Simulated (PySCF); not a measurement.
Computed properties of C2H6F2OSi, SMILES O[SiH](CF)CF

C2H6F2OSi, SMILES FC[SiH](O)CF. Geometry: ωB97X-D3(BJ)/def2-SVP. The values are those of a single conformer. All values are computed for the isolated molecule unless a solvent is named; none is compared with measurement here.

**Structure.** All 30 harmonic modes at ωB97X-D3(BJ)/def2-SVP (PySCF) are real, so it is a minimum. With heavy atoms numbered as in [OH:1][SiH:2]([CH2:3][F:4])[CH2:5][F:6], the shortest bond between them is C5–F6 at 1.389 Å and the longest Si2–C3 at 1.899 Å.

**Vibrations.** The strongest infrared lines (harmonic, unscaled, degenerate partners summed) lie at 823 cm⁻¹ (142 km/mol, H 46 %, Si 18 %, C 18 %, O 17 %), 949 cm⁻¹ (141 km/mol, Si 40 %, H 26 %, O 24 %, C 8 %), 2317 cm⁻¹ (106 km/mol, H 97 %). The softest mode is at 53 cm⁻¹ and the zero-point energy is 52.2 kcal/mol.

**Electronic structure.** ωB97X/def2-TZVP (PySCF) places the frontier levels at -10.64 and 2.39 eV, a gap of 13.03 eV, and gives a dipole moment of 3.28 D and a mean polarisability of 52.6 bohr³. PBE/def2-TZVP (PySCF) at the same geometry gives -6.65 and -0.70 eV, so its gap is 7.08 eV narrower. An orbital gap is neither the optical nor the fundamental gap.

**Excitations.** TDDFT-ωB97X/def2-SVPD (PySCF) has S1 at 7.47 eV (166 nm, f = 0.000, dark); the most intense of the 10 singlets computed lies at 8.80 eV (f = 0.06). T1 (TDA) is at 6.97 eV. TDDFT-PBE/def2-SVPD (PySCF) puts S1 at 5.99 eV. No vertical singlet excitation falls in the visible range (under 3.1 eV).

**NMR.** GIAO shifts at KT2/pcSseg-1 (PySCF) (non-relativistic, atoms alike by connectivity averaged): ¹³C at 79.7 ppm against TMS; ¹H from 0.8 to 5.5 ppm against TMS; ²⁹Si at -6.7 ppm against TMS; ¹⁹F at -339.8 ppm against CFCl3.

**Solvation.** SMD-M06-2X/def2-SVP (PySCF) gives -7.2 kcal/mol in water, -10.3 kcal/mol in methanol, -4.3 kcal/mol in toluene (1 M in both phases, gas-phase geometry); of these solvents methanol holds the molecule best.
